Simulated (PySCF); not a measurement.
Polarisability and C₆ of Sc²⁺ (scandium, charge +2)

[Ar] 3d1, 2D determinant. Computed with PySCF 2.14 in aug-cc-pVQZ-DK (9s8p6d4f3g2h, 140 functions), with scalar relativity by spin-free X2C-1e. Coupled (time-dependent) response in atomic units; α is the mean over directions.

| method | mean α (bohr³) | α xx, yy, zz | C₆ (like pair) | S(−4) |
| --- | --- | --- | --- | --- |
| PBE0 | 4.876 | 5.722, 5.722, 3.186 | 14.35 | 26.04 |

S(−4) is the Cauchy moment in α(ω) = α(0) + S(−4) ω² + …

α(iu) at PBE0:

| u (hartree) | α(iu) (bohr³) |
| --- | --- |
| 0 | 4.876 |
| 0.0500 | 4.813 |
| 0.100 | 4.647 |
| 0.200 | 4.188 |
| 0.300 | 3.758 |
| 0.500 | 3.118 |
| 0.750 | 2.549 |
| 1.00 | 2.111 |
| 1.50 | 1.473 |
| 2.00 | 1.058 |
| 3.00 | 0.6020 |
| 5.00 | 0.2639 |

A single London oscillator, α(iu) = α/(1 + u²/ω²), gives C₆ = (3/4) ω α². Matching the computed C₆ needs ω = 4 × 14.35 / (3 × 4.876²) = 0.805 hartree.

For an ion, C₆ is the dispersion term alone; charge-induced terms of lower order in 1/R come first.

The components differ because the open shell of this determinant is not spherical; for a pure term their mean is the scalar polarisability.
